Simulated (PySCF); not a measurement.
Induced dipoles and field energies

Compound: GeH3PHPF2, F2GeH4P2.
Geometry (PBE0-D3(BJ)/def2-SVP, Å), atoms numbered from 1 in this order:
```xyz
9
F2GeH4P2 angstrom
F      3.106    0.251    0.869
P      1.571    0.075    1.333
F      1.387   -1.473    0.884
P      0.589    0.986   -0.457
Ge    -1.355   -0.286   -0.231
H      0.083    2.072    0.326
H     -2.498    0.556   -0.820
H     -1.161   -1.573   -1.041
H     -1.659   -0.623    1.240
```

Level: B3LYP/def2-SVPD (PySCF); nuclei fixed, core orbitals frozen in the response. Permanent dipole (-1.971, 0.931, 0.117) D (1 au = 2.5417 D). Static polarisability (au):

```
x   101.78   4.36  13.38
y     4.36  80.16  -6.03
z    13.38  -6.03  83.24
```

Only the terms in μ and α are kept: μ(F) = μ + αF and ΔE = −μ·F − ½ F·αF.

(1) Apply 0.001 au along ±x, ±y and ±z in turn. Tabulate induced and total dipoles and both energy terms.

(2) For the field (0.0001, 0.0009, -0.0007) au, what is the induced dipole, and what angle does it make with the field?

(3) Which field along μ doubles the dipole in that direction (linear response)?

(4) What field makes μF equal to kT at 200 K?

(5) Induction energy −ᾱe²/2R⁴ of a unit charge at 9 Å, the molecule taken as a point?

Answers

(1) 
| field along | induced x (D) | induced y (D) | induced z (D) | total size (D) | −μ·F (kJ/mol) | −½F·αF (kJ/mol) |
| --- | --- | --- | --- | --- | --- | --- |
| +x | 0.259 | 0.011 | 0.034 | 1.960 | +2.036 | -0.134 |
| −x | -0.259 | -0.011 | -0.034 | 2.413 | -2.036 | -0.134 |
| +y | 0.011 | 0.204 | -0.015 | 2.267 | -0.962 | -0.105 |
| −y | -0.011 | -0.204 | 0.015 | 2.115 | +0.962 | -0.105 |
| +z | 0.034 | -0.015 | 0.212 | 2.168 | -0.121 | -0.109 |
| −z | -0.034 | 0.015 | -0.212 | 2.219 | +0.121 | -0.109 |

(2) αF = (0.012, 0.195, -0.158) D, at 2.6° to the field. The polarisability along this direction, F·αF/F², is 86.45 au, against a mean of 88.40 au.

(3) The polarisability along the dipole is 92.87 au, so F = 0.8588 au / 92.87 au = 0.0092 au = 0.48 V/Å; higher-order terms are ignored.

(4) kT = 0.6334 × 10⁻³ Eh, so F = 0.000737 au = 3.79 MV/cm.

(5) R = 17.01 bohr, so the energy is −88.4/(2 × 17.01⁴) Eh = -1.39 kJ/mol. The charge–dipole term at its most favourable orientation, −μe/R², is -7.8 kJ/mol.

One conformer (not necessarily the lowest) at the PBE0-D3(BJ)/def2-SVP geometry, without solvent, vibrations or thermal averaging. The calculation is non-relativistic, for germanium too.
